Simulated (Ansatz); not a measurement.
The first iterations of a band of BrH3OSi + H3P (10 atoms, charge 0, multiplicity 1).

Computed with RKS PBE0/def2-SVP in Ansatz 0.2.0.

```
movable images  : 7
climbing image  : yes
spring          : 5.0 eV/Å²
optimiser       : quadratic models (default)
start path      : through a guess of the saddle point
force threshold : 0.05 eV/Å
iteration limit : 60
end points      : relaxed
```

Image 0:

```xyz
10
Properties=species:S:1:pos:R:3
Si -1.257 -0.756 1.081
Br -0.410 -2.107 -0.490
H -2.193 -1.613 1.861
H -1.935 0.379 0.420
O -0.061 -0.125 2.033
H 2.031 0.671 -1.037
P 0.855 1.283 -1.566
H 0.454 -0.741 2.563
H 1.568 2.421 -2.058
H 0.949 0.586 -2.808
```

Image 8:

```xyz
10
Properties=species:S:1:pos:R:3
Si -1.035 0.267 0.473
Br 2.215 -2.223 0.317
H -1.933 -0.843 0.025
H -1.842 1.470 0.806
O -0.149 -0.099 1.823
H 1.804 -1.216 -0.641
P 0.380 0.616 -1.277
H 0.488 -0.822 1.742
H 0.691 1.979 -1.006
H -0.618 0.873 -2.262
```

| iteration | highest image above the first end (eV) | largest band force component (eV/Å) |
| --- | --- | --- |
| 1 | 2.471 | 3.121 |
| 2 | 1.775 | 1.797 |
| 3 | 1.669 | 3.444 |
| 4 | 1.418 | 1.036 |
| 5 | 1.396 | 0.828 |
| 6 | 1.262 | 0.853 |
| 7 | 1.085 | 0.770 |
| 8 | 1.010 | 0.530 |

Q: Does the band converge within its limit, and where does its top end?

A: The forces met the threshold. It ended after 26 iterations with the highest image 1.141 eV above the first end. A vibrational analysis at the climbing image gives one clearly imaginary mode, 495i cm⁻¹: a first-order saddle point. The orbitals stay closed-shell, which can raise the energy where a bond breaks towards radicals; this wasn't checked here.

Time of the run: 7.4 min on 2 threads of Arm Neoverse V2 (shared host), peak memory 0.29 GiB.
